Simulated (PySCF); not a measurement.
**Excitation energy of Al by level of theory**

Al [Ne] 3s2 3p1 (2P) → Al [Ne] 3s2 3d1 (2D), as a difference of total energies. Calculation: PySCF 2.14, in x2c-QZVPPall with one added diffuse shell each of s, p, d, f type (10s7p5d3f1g, 86 functions); scalar relativity by spin-free X2C-1e. Correlated levels: valence: [Ne] frozen; valence and next inner shell: 1s2 frozen. The calculations carry no spin-orbit coupling.

```tsv
method	excitation energy (eV)	error (eV)
UHF	4.334	+0.322
LDA	4.076	+0.064
PBE	4.031	+0.019
PBE0	4.192	+0.180
r2SCAN	4.322	+0.310
wB97X-V	4.497	+0.485
HSE06	4.151	+0.139
CAM-B3LYP	4.329	+0.317
BHandHLYP	4.240	+0.228
MP2 (valence)	4.373	+0.361
SCS-MP2 (valence)	4.380	+0.368
MP2 (valence and next inner shell)	4.344	+0.332
SCS-MP2 (valence and next inner shell)	4.357	+0.345
```

Reference: 4.012 eV (measured; NIST levels, between the centres of gravity of the two terms).

Errors of the correlated levels include the incompleteness of this basis and the frozen core.

The promoted electron is Rydberg-like, and one or two diffuse shells describe it only roughly, which tends to raise the upper state.
